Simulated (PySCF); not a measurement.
C2H6F2Si, SMILES [Si](F)(C)(F)C. Atoms are numbered in the order given.

```xyz
11

C      1.5689     0.0000     0.9624
Si     0.0000     0.0000    -0.0273
C     -1.5689     0.0000     0.9624
F      0.0000     1.2954    -1.0107
F      0.0000    -1.2954    -1.0107
H      1.6255    -0.8919     1.6068
H      2.4486     0.0000     0.2997
H      1.6255     0.8919     1.6068
H     -2.4486     0.0000     0.2997
H     -1.6255    -0.8919     1.6068
H     -1.6255     0.8919     1.6068
```
Charge 0, spin multiplicity 1.

The structure is a stationary point at B3LYP-D3(BJ)/def2-SVP.

These are PBE/def2-TZVP (PySCF) values and carry that method's errors.

Symmetry labels are those of the subgroup C2v that the program uses (full group C2v).

Computed valence orbital energies around the gap with their symmetry:
```csv
orbital,symmetry,energy (eV)
HOMO−7,B2,-10.24
HOMO−6,A2,-10.24
HOMO−5,A1,-10.22
HOMO−4,B1,-9.66
HOMO−3,A2,-9.48
HOMO−2,B2,-9.31
HOMO−1,A1,-9.09
HOMO,B1,-7.61
LUMO,A1,0.08
LUMO+1,B2,0.70
LUMO+2,A1,0.91
LUMO+3,B1,1.10
```
